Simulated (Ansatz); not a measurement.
Ansatz results at the PBE0-D4/def2-TZVP geometry: LUMO energy (ωB97M-V/def2-TZVPP) 1.37 eV; HOMO–LUMO gap (ωB97M-V/def2-TZVPP) 9.58 eV; HOMO–LUMO gap (PBE/def2-TZVPP) 3.45 eV.

Each molecule was computed in one conformer, which needn't be the lowest.

Q: Which molecule gave them?
A. `C=CC(=C)N`
B. `O[SiH]([SiH3])S`
C. `[BH2][Zn][SiH3]`
D. `C=NC(=C)C`

A: A. The others give `O[SiH]([SiH3])S`: 1.39, 11.16, 5.23; `[BH2][Zn][SiH3]`: -0.79, 7.91, 2.10; `C=NC(=C)C`: 1.36, 10.35, 3.71.
